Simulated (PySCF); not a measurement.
C6H6FP.
Atom-mapped SMILES: `[CH3:1][c:2]1[cH:3][p:4][cH:5][cH:6][c:7]1[F:8]` (hydrogens: H9, H10, H11 on C1; H12 on C3; H13 on C5; H14 on C6)

Level: PBE0/pcSseg-1 and PBE0/def2-SVPD in PySCF, non-relativistic, on one gas-phase PBE0-D3(BJ)/def2-SVP geometry that isn't relaxed in the solvent. The solvent is an IEF-PCM continuum (Bondi radii, 1.10 Å for H, scaled by 1.2). Specific hydrogen bonds and non-electrostatic terms are outside this model.

Gas phase at PBE0/pcSseg-1: HOMO -6.99 eV, LUMO -1.44 eV, dipole 0.87 D.

Problem. What does the continuum do to the energy, the frontier levels and the dipole at PBE0/pcSseg-1 in cyclohexane and chloroform?

Solution. 
```tsv
solvent	ε	E(solvent) − E(gas) (kcal/mol)	polarisation term (kcal/mol)	distortion of the solute (kcal/mol)	HOMO (eV)	LUMO (eV)	dipole (D)
cyclohexane	2.017	-1.22	-1.28	0.06	-6.97	-1.43	1.02
chloroform	4.711	-2.22	-2.43	0.21	-6.98	-1.44	1.15
```

The polarisation term is half the interaction of the solute with the surface charges that it induces; the rest is the cost of distorting the solute's density. The sum is the electrostatic part of solvation alone. From cyclohexane to chloroform the lowering changes by a factor 1.82, Onsager's factor (ε − 1)/(2ε + 1) by 1.76 and ε itself by 2.3.

Problem. Which Hirshfeld charges (PBE0/pcSseg-1) respond most in chloroform (means over atoms taken as equivalent)?

Solution. 
| atoms | environment | gas (e) | solvent (e) | change |
| --- | --- | --- | --- | --- |
| P4 | phosphorus bonded to 2 C | +0.074 | +0.051 | -0.023 |
| H14 | aromatic hydrogen | +0.056 | +0.063 | +0.007 |
| H12 | aromatic hydrogen | +0.045 | +0.051 | +0.006 |
| H13 | aromatic hydrogen | +0.049 | +0.054 | +0.005 |
| F8 | aryl fluorine | -0.066 | -0.070 | -0.004 |
| H9/H10/H11 | methyl hydrogen | +0.048 | +0.051 | +0.003 |
| C7 | aromatic C–F carbon | +0.091 | +0.091 | 0.000 |
| C5 | aromatic CH carbon | -0.105 | -0.106 | -0.001 |
| C2 | substituted aromatic carbon | -0.002 | -0.002 | 0.000 |
| C1 | benzylic-type carbon | -0.116 | -0.116 | 0.000 |
| C3 | aromatic CH carbon | -0.108 | -0.108 | 0.000 |
| C6 | aromatic CH carbon | -0.062 | -0.062 | 0.000 |

Gas phase at PBE0/def2-SVPD: HOMO -6.96 eV, LUMO -1.42 eV, dipole 0.81 D.

Problem. What does the continuum do to the energy, the frontier levels and the dipole at PBE0/def2-SVPD in chloroform?

Solution. 
```json
{"solvent": "chloroform", "ε": "4.711", "E(solvent) − E(gas) (kcal/mol)": "-2.28", "polarisation term (kcal/mol)": "-2.55", "distortion of the solute (kcal/mol)": "0.27", "HOMO (eV)": "-6.96", "LUMO (eV)": "-1.42", "dipole (D)": "1.10"}
```

Problem. How does the static polarisability (PBE0/def2-SVPD, frozen core, with the continuum's full static response) change?

Solution. 
```tsv
medium	isotropic (au)	principal values (au)	⟨r²⟩ of the electrons (bohr²)
gas	94.8	59.5, 104.0, 120.9	1088.0
chloroform	123.9	75.9, 136.7, 158.9	1087.7
```

The isotropic value in chloroform is 1.31 times the gas-phase one; no cavity-field correction is applied. ⟨r²⟩ is taken about the centre of nuclear charge.
